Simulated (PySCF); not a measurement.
H3InO (SMILES [OH][InH2]), singlet, at a GFN2-xTB geometry (such geometries of metal compounds can be far from the true shape) (core potentials on In), with bond 2-1 at 2.4 times its length; CASSCF(2,4)/def2-SVP run with PySCF.

Input for PySCF:
```python
from pyscf import gto, scf, mcscf
import numpy

mol = gto.M(
    atom='''
In    0.023694   -0.135809   -0.234994
H    -3.296886   -0.136399   -2.541039
H     1.504410   -0.892823   -0.608732
O    -0.219998    0.841698    1.405640
H     0.454447    0.949928    2.074183
''',
    basis='def2-svp',
    ecp={'In': 'def2-svp'},
    charge=0,
    spin=0,
    verbose=4,
)

mf = scf.RHF(mol)
mf.kernel()
mc = mcscf.CASSCF(mf, 4, 2)
mc.fix_spin_(ss=0.0)
mc.kernel()
occ = numpy.linalg.eigvalsh(mc.fcisolver.make_rdm1(mc.ci, mc.ncas, mc.nelecas))[::-1]
ss = mc.fcisolver.spin_square(mc.ci, mc.ncas, mc.nelecas)[0]
print('natural occupations', occ.round(4), ' <S^2>', round(ss, 4))
```

Q: What does PySCF print? Leave out banner, timings and long lists.

A: 
```
PySCF version 2.14.0

[INPUT] verbose = 4
[INPUT] num. atoms = 5
[INPUT] num. electrons = 32
[INPUT] charge = 0
[INPUT] spin (= nelec alpha-beta = 2S) = 0
[INPUT] symmetry False subgroup None
[INPUT] Mole.unit = angstrom
[INPUT] Symbol           X                Y                Z      unit          X                Y                Z       unit  Magmom
[...]
nuclear repulsion = 66.6784673387933
number of shells = 25
number of NR pGTOs = 106
number of NR cGTOs = 55
basis = def2-svp
ecp = {'In': 'def2-svp'}

******** <class 'pyscf.scf.hf.RHF'> ********
method = RHF
initial guess = minao
damping factor = 0
level_shift factor = 0
DIIS = <class 'pyscf.scf.diis.CDIIS'>
diis_start_cycle = 1
diis_space = 8
diis_damp = 0
SCF conv_tol = 1e-09
SCF conv_tol_grad = None
SCF max_cycles = 50
direct_scf = True
direct_scf_tol = 1e-13
Set gradient conv threshold to 3.16228e-05
Initial guess from minao.
init E= -243.804050386897
[...]
cycle= 1 E= -264.768840395335  delta_E=  -21  |g|= 1.39  |ddm|= 11.9
[...]
cycle= 2 E= -265.227326398909  delta_E= -0.458  |g|= 0.969  |ddm|= 4.23
[...]
cycle= 3 E= -265.502414941744  delta_E= -0.275  |g|= 0.192  |ddm|= 1.07
[...]
cycle= 4 E= -265.535156197123  delta_E= -0.0327  |g|= 0.115  |ddm|= 0.787
[...]
cycle= 5 E= -265.543267276727  delta_E= -0.00811  |g|= 0.0181  |ddm|= 0.238
[...]
cycle= 6 E= -265.54347724459  delta_E= -0.00021  |g|= 0.00541  |ddm|= 0.0528
[...]
cycle= 7 E= -265.543498995913  delta_E= -2.18e-05  |g|= 0.00102  |ddm|= 0.0181
[...]
cycle= 8 E= -265.543499920945  delta_E= -9.25e-07  |g|= 0.000283  |ddm|= 0.003
[...]
cycle= 9 E= -265.543499996087  delta_E= -7.51e-08  |g|= 6e-05  |ddm|= 0.000839
[...]
cycle= 10 E= -265.543500000383  delta_E= -4.3e-09  |g|= 1.23e-05  |ddm|= 0.000216
[...]
cycle= 11 E= -265.543500000556  delta_E= -1.73e-10  |g|= 3.51e-06  |ddm|= 3.88e-05
[...]
Extra cycle  E= -265.543500000567  delta_E= -1.08e-11  |g|= 1.75e-06  |ddm|= 7.5e-06
converged SCF energy = -265.543500000567

******** <class 'pyscf.mcscf.mc1step.CASSCF'> ********
CAS (1e+1e, 4o), ncore = 15, nvir = 36
max_cycle_macro = 50
max_cycle_micro = 4
conv_tol = 1e-07
conv_tol_grad = None
orbital rotation max_stepsize = 0.02
orbital rotation threshold for CI restart = 0.01
augmented hessian ah_max_cycle = 30
augmented hessian ah_conv_tol = 1e-12
augmented hessian ah_linear dependence = 1e-14
augmented hessian ah_level shift = 1e-08
augmented hessian ah_start_tol = 2.5
augmented hessian ah_start_cycle = 3
augmented hessian ah_grad_trust_region = 3
kf_trust_region = 3
kf_interval = 4
ci_response_space = 4
ci_grad_trust_region = 3
with_dep4 0
natorb = False
canonicalization = True
sorting_mo_energy = False
ao2mo_level = 2
internal_rotation = False
******** <class 'pyscf.fci.addons.SpinPenaltyFCISolver'> ********
max. cycles = 50
conv_tol = 1e-08
davidson only = True
linear dependence = 1e-12
level shift = 0.001
max iter space = 12
nroots = 1
pspace_size = 400
spin = None
CASCI E = -265.621315162177  S^2 = 0.0000000
Set conv_tol_grad to 0.000316228
macro iter   1 ( 19 JK    4 micro), CASSCF E = -265.643873954821  dE = -2.25587926e-02  S^2 = 0.0000000
               |grad[o]|=0.117  |grad[c]|=0.022  |ddm|=0.0971  |maxRot[o]|=0.141
macro iter   2 ( 21 JK    4 micro), CASSCF E = -265.643907877755  dE = -3.39229336e-05  S^2 = 0.0000000
               |grad[o]|=0.00624  |grad[c]|=0.000304  |ddm|=0.000957  |maxRot[o]|=0.314
macro iter   3 ( 21 JK    4 micro), CASSCF E = -265.643927144238  dE = -1.92664835e-05  S^2 = 0.0000000
               |grad[o]|=0.0049  |grad[c]|=0.000183  |ddm|=0.00076  |maxRot[o]|=0.292
macro iter   4 ( 21 JK    4 micro), CASSCF E = -265.643964406942  dE = -3.72627039e-05  S^2 = 0.0000000
               |grad[o]|=0.00403  |grad[c]|=0.000849  |ddm|=0.001  |maxRot[o]|=0.278
macro iter   5 ( 21 JK    4 micro), CASSCF E = -265.644006153545  dE = -4.17466028e-05  S^2 = 0.0000000
               |grad[o]|=0.00283  |grad[c]|=0.000299  |ddm|=0.000128  |maxRot[o]|=0.307
macro iter   6 ( 21 JK    4 micro), CASSCF E = -265.644027229986  dE = -2.10764413e-05  S^2 = 0.0000000
               |grad[o]|=0.00182  |grad[c]|=0.000113  |ddm|=0.00122  |maxRot[o]|=0.295
macro iter   7 (  8 JK    2 micro), CASSCF E = -265.644027471471  dE = -2.41485168e-07  S^2 = 0.0000000
               |grad[o]|=0.000301  |grad[c]|=0.000101  |ddm|=0.000703  |maxRot[o]|=0.0216
macro iter   8 (  3 JK    1 micro), CASSCF E = -265.644027476252  dE = -4.78007678e-09  S^2 = 0.0000000
               |grad[o]|=4.81e-05  |grad[c]|=3.98e-05  |ddm|=8.37e-05  |maxRot[o]|=0.00108
1-step CASSCF converged in   8 macro (135 JK  27 micro) steps
CASSCF canonicalization
Density matrix diagonal elements [1.27069110e+00 7.25487865e-01 6.31841779e-05 3.75785404e-03]
CASSCF energy = -265.644027476252
CASCI E = -265.644027476252  E(CI) = -0.959508947820552  S^2 = 0.0000000
natural occupations [1.2815e+00 7.1830e-01 1.0000e-04 0.0000e+00]  <S^2> 0.0
```
